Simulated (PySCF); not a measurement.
# Solvent effects on NMR parameters

Bonds (- single, = double, # triple, : aromatic): B1-C2, C2-C3, C2-C4, C4-C5, C5=C6. B1 carries H7, H8; C2 carries H9; C3 carries H10, H11, H12; C4 carries H13, H14; C5 carries H15; C6 carries H16, H17. Stereochemistry as in B[C@H](C)CC=C. H17 is cis to C4; H13 is pro-R; H14 is pro-S; H16 is trans to C4.

GIAO PBE0/pcSseg-1 in PySCF on one PBE0-D3(BJ)/def2-SVP conformer, non-relativistic, equivalent nuclei averaged. Solvents enter as an IEF-PCM continuum (cyclohexane with ε = 2.0, methanol with ε = 32.6) around the gas-phase geometry. Shifts are referred to BF3·OEt2, TMS computed in the same medium.

In cyclohexane, δ in ppm: B1 87.1, C5 149.7, C6 124.7, C2 46.5, C4 42.2, C3 21.3, H7/H8 7.53, H15 6.02, H16 5.46, H17 5.46, H13 2.28, H14 2.09, H10/H11/H12 1.45, H9 0.52. Dipole moment 0.84 D.

**Question.** How does each δ change in the more polar medium?

**Answer.** 
```
      atoms                         environment  Δδ, methanol
         B1              boron bonded to C, 2 H          -0.6
         C5                           alkene CH          +2.3
         C6                terminal =CH2 carbon          -0.3
         C2                  sp3 CH bonded to B          +0.5
         C4                     allylic sp3 CH2          +0.3
         C3                       methyl carbon          +0.2
      H7/H8     hydrogen on a boron bonded to C         -0.11
        H15            hydrogen on an alkene CH         +0.15
        H16  hydrogen on a terminal =CH2 carbon         +0.03
        H17  hydrogen on a terminal =CH2 carbon         +0.03
        H13      hydrogen on an allylic sp3 CH2         +0.03
        H14      hydrogen on an allylic sp3 CH2         +0.06
H10/H11/H12         hydrogen on a methyl carbon          0.00
         H9   hydrogen on an sp3 CH bonded to B         +0.18
```

Changes are relative to cyclohexane. The dipole moment becomes 1.07 D in methanol.

**Question.** Which nuclei move most (in ppm), and what does the model miss?

**Answer.** C5 (alkene CH, +2.3 ppm) in methanol. A continuum only polarises the solute; specific hydrogen bonds, the anisotropy of aromatic solvents and changes of geometry or conformer are outside it.
